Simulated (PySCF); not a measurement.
Si(Br)2(OH)2 (Br₂H₂O₂Si), SMILES O[Si](O)(Br)Br.

Geometry: B3LYP-D3(BJ)/def2-SVP. This is a generated structure with no PubChem entry under its InChIKey; it may be hypothetical. One conformer was computed; it need not be the lowest.

Level of theory: PySCF with PBE/def2-TZVP.

Symmetry labels are those of the subgroup C2 that the program uses (full group C2).

List the valence orbital energies around the gap with their symmetry. (The exact figures need the calculation; the answer reports its results.)


| orbital | symmetry | energy (eV) |
|---|---|---|
| HOMO−7 | A | -9.92 |
| HOMO−6 | B | -8.80 |
| HOMO−5 | A | -8.65 |
| HOMO−4 | B | -8.35 |
| HOMO−3 | A | -7.95 |
| HOMO−2 | B | -7.42 |
| HOMO−1 | A | -7.40 |
| HOMO | B | -7.27 |
| LUMO | A | -1.35 |
| LUMO+1 | A | -0.36 |
| LUMO+2 | B | -0.02 |
| LUMO+3 | B | 0.49 |
